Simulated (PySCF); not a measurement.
Computed with PySCF, PBE0, basis Re def2-SVPD with ECP60, N def2-SVPD (scalar-relativistic core potentials, no spin–orbit coupling, density fitting). Open shells, if any, are unrestricted.

Problem. What spin state, shape and geometry does isolated [ReN2]- take (every ligand bound to Re)?

Solution. Formally Re is in oxidation state +5, d2, with 0 unpaired electrons (the high-spin count would be 2). The polar-tensor charge on Re, 0.18, is far below the formal one. The lowest minimum found is a singlet of C2v symmetry with Re–N 1.684 Å (×2); N–Re–N 103.9°. Its harmonic wavenumbers are 467 (a1), 1038 (b2), 1142 (a1) cm⁻¹ and its dipole moment is 3.35 D about the centre of mass.

Only a few start shapes were tried, so a lower isomer may exist. The lowest empty level of this anion is unbound, so it and the gap depend on the basis. Spin–orbit coupling, left out here, can matter for elements this heavy.
